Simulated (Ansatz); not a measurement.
`F[SiH2][SiH](F)F` and `F[SiH](F)Br` differ in one atom or group.

Ansatz, PBE0-D4/def2-TZVP geometries, multiplicity 1. Each molecule was computed in one conformer, which needn't be the lowest.

Scalar relativity is left out up to krypton.

| property | `F[SiH2][SiH](F)F` |
| --- | --- |
| HOMO–LUMO gap (PBE0/def2-TZVPP) / eV | 7.40 |
| zero-point energy (PBE0-D4/def2-TZVP) / kJ/mol | 92.1 |
| HOMO energy (PBE0/def2-TZVPP) / eV | -8.64 |
| LUMO energy (ωB97M-V/def2-TZVPP) / eV | 0.55 |
| HOMO energy (ωB97M-V/def2-TZVPP) / eV | -10.71 |
| HOMO–LUMO gap (B3LYP/def2-TZVPP) / eV | 7.02 |

Task: Give the same properties after the change, and the shifts. (An estimate is asked.)

Result: Computed: 
| property | `F[SiH](F)Br` | shift |
| --- | --- | --- |
| HOMO–LUMO gap (PBE0/def2-TZVPP) / eV | 9.58 | 2.18 |
| zero-point energy (PBE0-D4/def2-TZVP) / kJ/mol | 42.5 | -49.6 |
| HOMO energy (PBE0/def2-TZVPP) / eV | -9.25 | -0.61 |
| LUMO energy (ωB97M-V/def2-TZVPP) / eV | 2.24 | 1.69 |
| HOMO energy (ωB97M-V/def2-TZVPP) / eV | -11.48 | -0.77 |
| HOMO–LUMO gap (B3LYP/def2-TZVPP) / eV | 9.01 | 1.99 |

With PBE0 the HOMO falls by 0.61 eV and the LUMO rises by 1.57 eV, so the gap widens by about 2.18 eV. PBE moves the HOMO by -0.60 eV and ωB97M-V by -0.77 eV. The zero-point energy changes by -49.6 kJ/mol with -9 modes.

B3LYP here is the variant with VWN-RPA as its local correlation; programs differ in this.

Spin–orbit coupling is left out; it splits and shifts lone-pair levels of the heavy atoms by tenths of an eV.
